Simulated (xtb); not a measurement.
Ta(O)(F)(NH2)2 (FH4N2OTa), SMILES [Ta](=[O])([NH2])([NH2])[F], multiplicity 1. All values are semi-empirical tight-binding results from xtb (GFN2-xTB unless named), good for trends rather than for accurate numbers. Geometry optimised at GFN2-xTB. The multiplicity is an assumed one; no other spin state was optimised. The structure was generated by enumeration; whether it is a known compound was not checked. One conformer was computed; it need not be the lowest.

Optimised geometry:

```xyz
9

Ta     0.0396     0.0040     0.0135
O      1.5810    -0.4488    -0.5820
F      0.1025     0.9004     1.6833
N     -0.7311     1.1936    -1.3727
H     -1.6508     1.6259    -1.3532
H     -0.2947     1.4656    -2.2472
N     -0.9747    -1.6913     0.1842
H     -0.6358    -2.6221    -0.0350
H     -1.9429    -1.7896     0.4773
```
Charge 0, spin multiplicity 1.

For metal compounds this method's bond lengths and energies can be far off.

```json
{
  "point_group_as_xtb_finds_it": "Cs",
  "orbital_gap": "4.07 eV",
  "zero_point_energy": "31.6 kcal/mol",
  "G − E(el) at 298.15 K (modified RRHO)": "10.5 kcal/mol"
}
```

Computed atomic charges and the Wiberg bond orders between heavy atoms:
charges (e) Ta1 1.10, O2 -0.53, F3 -0.42, N4 -0.46, H5 0.18, H6 0.20, N7 -0.46, H8 0.20, H9 0.18. Bond orders Ta1–O2 2.15, Ta1–F3 0.89, Ta1–N4 1.17, Ta1–N7 1.17.
